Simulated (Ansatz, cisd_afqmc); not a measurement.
System: BGeH₅, charge 0, singlet. BGeH5 (SMILES [BH2][GeH3]).
B3LYP-D3(BJ)/def2-TZVP minimum from Ansatz (a first-principles code):
```xyz
7

B     -1.6821    -0.0787    -0.3969
Ge     0.3226     0.0107     0.0799
H      1.1025    -1.2653    -0.2899
H      0.9345     1.1674    -0.7449
H      0.5907     0.3271     1.5635
H     -2.4803     0.5631     0.2084
H     -2.0611    -0.7411    -1.3096
```
Charge 0, spin multiplicity 1.

Total energies in cc-pVDZ, 12 correlated electrons, 15 frozen orbitals. Open shells are spin-unrestricted; no spin-orbit coupling. Cores are frozen in correlated methods (noble-gas shells, and filled d and f shells in the p block). No relativity. AFQMC/CISD: phaseless, guided by CISD from CCSD amplitudes; bars are statistical, one sigma. Outlying blocks are dropped, and bars are widened where a walk drifts. Over all cases where full CI ran beside it in this data, AFQMC minus full CI had a median of +0.1 mEh and passed +0.4 mEh in a tenth of the cases.

The bar of a AFQMC/CISD walk is widened from 0.27 to 0.35 mEh, since its error had not levelled off in the blocking analysis, or few joins of blocks were possible.

| method | program | energy (Eh) | minus CCSDTQ (mEh) |
|---|---|---|---|
| HF | Ansatz | -2102.88350 | 235.98 |
| MP2 | Ansatz | -2103.06886 | 50.62 |
| CCSD | Ansatz | -2103.11344 | 6.04 |
| CCSD(T) | Ansatz | -2103.11832 | 1.17 |
| CCSDT(Q) | Ansatz | -2103.11947 | 0.02 |
| CCSDTQ | Ansatz | -2103.11949 | 0.00 |
| AFQMC/CISD | cisd_afqmc | -2103.1196 ± 0.0004 | -0.1 ± 0.4 |

Rough core times of Ansatz's runs on a shared machine: CCSD(T) under 20 s, CCSDT(Q) 40 s, CCSDTQ 40 min.
